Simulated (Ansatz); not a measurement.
Reactions of Cl$_{2}$GaI, SMILES `[Cl][Ga]([Cl])[I]`.

Calculated with Ansatz (gas phase, PBE0-D4/def2-TZVP geometries, no zero-point term in ΔE). CBS: MP2 limit from def2 TZ/QZ plus the TZ coupled-cluster correction, frozen cores. This one scheme is used for every species. Functionals use def2-TZVPP. def2 core potentials past Kr. For Ga, I, Se outer-core shells are correlated without core-valence functions, which leaves a few kJ/mol of doubt a bond. Scalar relativity is left out up to krypton. One conformer a species, not always the lowest.

```
                                                  reaction  CCSD(T)/CBS(def2) (kcal/mol)
   `[Cl][Ga]([Cl])[I]` + H₂Se → `[Cl][Ga]([Cl])[SeH]` + HI                           4.7
`[Cl][Ga]([Cl])[I]` + `CNC` → `C[N](C)[Ga]([Cl])[Cl]` + HI                          17.4
     `[Cl][Ga]([Cl])[I]` + H₂O → `[OH][Ga]([Cl])[Cl]` + HI                             ?
   `[Cl][Ga]([Cl])[I]` + CH₃SH → `C[S][Ga]([Cl])[Cl]` + HI                           8.1
```

(1) Fill in the missing values. (Best estimate.)

Largest T1 diagnostic: 0.012, for `[OH][Ga]([Cl])[Cl]`.

Answers

(1) Ansatz gave: `[Cl][Ga]([Cl])[I]` + H₂O → `[OH][Ga]([Cl])[Cl]` + HI: +17.8 kcal/mol.
